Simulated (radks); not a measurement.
These are the eigenvalues of the occupied orbitals of an atom or ion with whole-number occupations (eV). Calculated with a radial shooting solver on a logarithmic mesh with Libxc functionals: non-relativistic Kohn-Sham, LDA (Slater exchange, Perdew-Wang correlation), spin-polarised, spherical densities, point nucleus.

1s up: -21376.02
1s down: -21376.01
2s up: -3080.529
2s down: -3079.919
2p up: -2857.222
2p down: -2856.754
3s up: -598.5963
3s down: -598.1716
3p up: -510.9728
3p down: -510.5118
3d up: -349.3036
3d down: -348.6933
4s up: -140.4850
4s down: -137.8732
4p up: -113.4145
4p down: -110.7542
4d up: -69.5173

Which element is it, and in what charge state? The configuration may be excited. Open shells, if any, are filled with parallel spins first.

Answer. Z = 44, ruthenium, charge +5: Ru5+ in [Kr] 4d3. The list shows which subshells hold electrons but not how many an open one holds; the 1s level, -785.55 hartree, gives Z - s = 39.6 by -(Z - s)^2/2, which with screening narrows Z to a few neighbours, and the depths of the outer levels then fix element, charge and occupations together.
